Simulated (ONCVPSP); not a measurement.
## Ba: what ONCVPSP 4.0.1 does with a changed input

Command:

```bash
oncvpsp.x < Ba.dat > Ba.out
```

Input:

```
# ATOM AND REFERENCE CONFIGURATION
# atsym  z   nc   nv     iexc    psfile
  Ba 56.00    9    4  -116133      upf
#
#   n    l    f
    1    0    2.00
    2    0    2.00
    2    1    6.00
    3    0    2.00
    3    1    6.00
    3    2   10.00
    4    0    2.00
    4    1    6.00
    4    2   10.00
    5    0    2.00
    5    1    6.00
    6    0    1.50
    6    1    0.50
#
# PSEUDOPOTENTIAL AND OPTIMIZATION
# lmax
    1
#
#   l,   rc,      ep,       ncon, nbas, qcut
    0    2.75    0.00    3    7    4.90
    1    2.80    0.00    5    8    5.30
    2    3.05    0.03    4    9    2.70
#
# LOCAL POTENTIAL
# lloc, lpopt,  rc(5),   dvloc0
    4    5    1.95    0.00
#
# VANDERBILT-KLEINMAN-BYLANDER PROJECTORs
# l, nproj, debl
    0    2    0.90
    1    2    1.00
    2    2    3.30
#
# MODEL CORE CHARGE
# icmod, fcfact, rcfact
    2    0.55    0.90
#
# LOG DERIVATIVE ANALYSIS
# epsh1, epsh2, depsh
   -3.00    5.00    0.02
#
# OUTPUT GRID
# rlmax, drl
    6.00    0.01
#
# TEST CONFIGURATIONS
# ncnf
    4
# nvcnf
#   n    l    f
    4
    5    0    2.00
    5    1    6.00
    6    0    2.00
    6    1    0.00
#
    4
    5    0    2.00
    5    1    6.00
    6    0    1.00
    6    1    0.00
#
    4
    5    0    2.00
    5    1    6.00
    6    0    0.00
    6    1    0.00
#
    5
    5    0    2.00
    5    1    6.00
    6    0    1.50
    6    1    0.00
    5    2    0.50
#
```

Output:

```
ONCVPSP  (Optimized Norm-Conservinng Vanderbilt PSeudopotential)
scalar-relativistic version 4.0.1

Read ERROR, input data file line  27
Program will stop
```

Task: This input was made by a single change from one that runs to its end. What was changed?

Result: The change: lmax lowered by one with the lists unchanged. The program refuses the input: "Read ERROR, input data file line 27".
